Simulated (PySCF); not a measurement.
# Spinor energies of Mg⁺ (magnesium, charge +1)

Start: [Ne] 3s1; 3s1/2 filled at m_j = +1/2. Calculated with PySCF 2.14 in x2c-TZVPall-2c with one added diffuse shell each of s, p, d type (6s6p4d, 44 functions): generalised Hartree-Fock with the X2C-1e Hamiltonian and a Gaussian nucleus; one run each with spin-orbit coupling (SO) switched off, then screened by Boettger's factors.

```tsv
spinor shell	electrons	ε, spin-free (eV)	ε, screened SO (eV)	weight of nominal j (screened SO)	rms radius, screened SO (bohr)
1s1/2	2	-1345.4	-1345.4	1.000	0.151
2s1/2	2	-111.59	-111.59	1.000	0.754
2p1/2	2	-70.869	-71.102	0.948	0.770
3s1/2	1	-14.747	-14.747	1.000	3.05
```

(1) Where does 2p3/2 lie, and what is the 2p spin-orbit splitting (screened SO)?

| quantity | spin-free | screened SO |
| --- | --- | --- |
| E (hartree) | -199.66967 | -199.66974 |
| M_J | 1/2 | 1/2 |
| ⟨J²⟩ | 0.750 | 0.750 |
| ⟨L²⟩ | 0.000 | 0.000 |
| ⟨S²⟩ | 0.750 | 0.750 |

Each row is a mean over spinors that exchange with the open shell spreads, by up to 0.462 eV (2s1/2).

Without spin-orbit coupling the j labels of p, d and f shells carry no meaning; the spin-free column gives the mean over the occupied spinors of each nl shell.

## Answers

(1) At -70.753 eV, 0.349 eV above 2p1/2.
